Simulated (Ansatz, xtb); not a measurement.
## Relative energy of two isomers of C5H10O2

Structure a: `CCC(=O)COC`, a singlet. Structure b: `C/C=C(\O)COC`, a singlet. Both are isolated molecules in the gas phase, relaxed with B3LYP-D3(BJ)/def2-SVP, each in the lowest conformer that the search found.

Estimate E(b) − E(a) at the level CCSD(T)/def2-SVP + ΔMP2/def2-TZVPP.

Calculated at CCSD(T)/def2-SVP + ΔMP2/def2-TZVPP: E(b) − E(a) = +7.9 kcal/mol, so structure a lies lower.

How the difference moves with the method:

| level | geometry | E(b) − E(a) (kcal/mol) | departure from the last row (kcal/mol) | job, with rough time for the two |
| --- | --- | --- | --- | --- |
| GFN2-xTB | GFN2-xTB | +6.3 | −1.6 | optimisation, 0.75 s |
| HF/STO-3G | GFN2-xTB | +15.7 | +7.8 | single point, 2 s |
| r2SCAN-D4/def2-SVP | GFN2-xTB | +9.7 | +1.8 | single point, 13 s |
| B3LYP-D3(BJ)/def2-SVP | B3LYP-D3(BJ)/def2-SVP | +9.7 | +1.9 | optimisation, 2.3 min |
| HF/def2-SVP | B3LYP-D3(BJ)/def2-SVP | +14.2 | +6.4 | part of the CCSD(T) run |
| MP2/def2-SVP | B3LYP-D3(BJ)/def2-SVP | +11.3 | +3.5 | part of the CCSD(T) run |
| CCSD(T)/def2-SVP | B3LYP-D3(BJ)/def2-SVP | +11.4 | +3.6 | single point |
| CCSD(T)/def2-SVP + ΔMP2/def2-TZVPP | B3LYP-D3(BJ)/def2-SVP | +7.9 |  | single point, 5.1 min |

As drawn, b has 1 C=C, 1 C–O, 1 O–H in place of 1 C–C, 1 C=O, 1 C–H.

None of the levels shown reverses the order. The largest departure from CCSD(T)/def2-SVP + ΔMP2/def2-TZVPP is that of HF/STO-3G, 7.8 kcal/mol. The last row adds to CCSD(T) the change of the MP2 difference between the two basis sets, here −3.6 kcal/mol, a large step that makes the value less sure.

With thermal terms from frequencies at re-optimised GFN2-xTB minima (ideal gas, soft modes damped towards free rotors, one conformer each, 298.15 K, 1 atm): on the last row, ΔE + ΔZPE = +8.0, ΔH = +7.9, ΔG = +8.5 kcal/mol.

The correlated steps freeze 7 core orbitals. Programs: Ansatz 0.2.0, xtb 6.7.1; the last row on 2 threads of Intel(R) Xeon(R) Processor @ 2.50GHz (Skylake/Cascade Lake) on a shared host.
